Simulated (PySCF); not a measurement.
F4Ta (SMILES [F][Ta+]([F])([F])[F]), charge +1, singlet, geometry from GFN2-xTB (such geometries of metal compounds can be far from the true shape) (the multiplicity is a formal guess) (core potentials on Ta).

Input for PySCF:
```python
from pyscf import gto, scf, dft

mol = gto.Mole()
mol.atom = '''
    Ta   -0.00000000    0.00000000   -0.00000000
    F     1.17150453    0.84304234   -1.03736230
    F     0.86121129   -1.12423440    1.07409307
    F    -1.14339565   -0.90778221   -1.01382525
    F    -0.88932017    1.18897427    0.97709448
'''
mol.basis = 'def2-svp'
mol.ecp = {'Ta': 'def2-svp'}
mol.charge = 1
mol.verbose = 3
mol.build()

mf = dft.RKS(mol)
mf.xc = 'm06'
mf.kernel()
```

Question: Give the HOMO energy at the level M06/def2-SVP in PySCF.

Answer: -20.03 eV

Question: What number of basis functions does M06/def2-SVP give?

Answer: 88

Question: What Mulliken (on the basis functions themselves) charges in atom order does M06/def2-SVP give?

Answer: Ta1 1.80, F2 -0.20, F3 -0.20, F4 -0.20, F5 -0.20

Question: Give the total energy at the level M06/def2-SVP.

Answer: -455.8751 Eh

Question: What nuclear repulsion energy does M06/def2-SVP give?

Answer: 227.9384 Eh

Question: What HOMO-LUMO gap does M06/def2-SVP give?

Answer: 10.75 eV
